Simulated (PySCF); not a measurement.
C5H6Si, SMILES C([SiH2]C#C)#CC. Heavy atoms are numbered as in [CH:1]#[C:2][SiH2:3][C:4]#[C:5][CH3:6]. Hydrogens are named by the atom that carries them.

Coordinates come from a B3LYP-D3(BJ)/def2-SVP optimisation. This is a generated structure with no PubChem entry under its InChIKey; it may be hypothetical.

Calculation: PBE/def2-TZVP run with PySCF.

ESP charges are fitted to the potential on shells at 1.4 to 2.0 van der Waals radii. Atomic charges (e), one atom of each kind:

```tsv
atom	IAO	Mulliken	Löwdin	ESP fit
C1 (CH)	-0.18	-0.15	-0.09	-0.40
C2	-0.32	-0.13	[?]	-0.01
Si3 (SiH2)	0.78	0.22	0.29	0.28
C4	-0.38	-0.07	[?]	-0.36
C5	0.02	-0.03	-0.10	0.25
C6 (CH3)	-0.45	-0.45	[?]	-0.62
H on C1	0.20	0.17	0.13	0.31
H on Si3	-0.10	-0.02	-0.01	-0.03
H on C6	0.18	0.16	[?]	0.20
```

Problem. Fill in the missing entries. (Estimate from the structure and the level; the computed values follow.)

Solution. 
- C2, Löwdin: -0.19
- C4, Löwdin: -0.18
- C6 (CH3), Löwdin: -0.29
- H on C6, Löwdin: 0.15

Computed Mayer and Wiberg (Löwdin basis) orders of the bonds:
```json
[
 {"bond": "C1–C2", "Mayer": "2.63", "Wiberg": "3.00"},
 {"bond": "C2–Si3", "Mayer": "1.06", "Wiberg": "1.17"},
 {"bond": "Si3–C4", "Mayer": "1.07", "Wiberg": "1.19"},
 {"bond": "C4–C5", "Mayer": "2.64", "Wiberg": "2.76"},
 {"bond": "C5–C6", "Mayer": "1.05", "Wiberg": "1.40"}
]
```
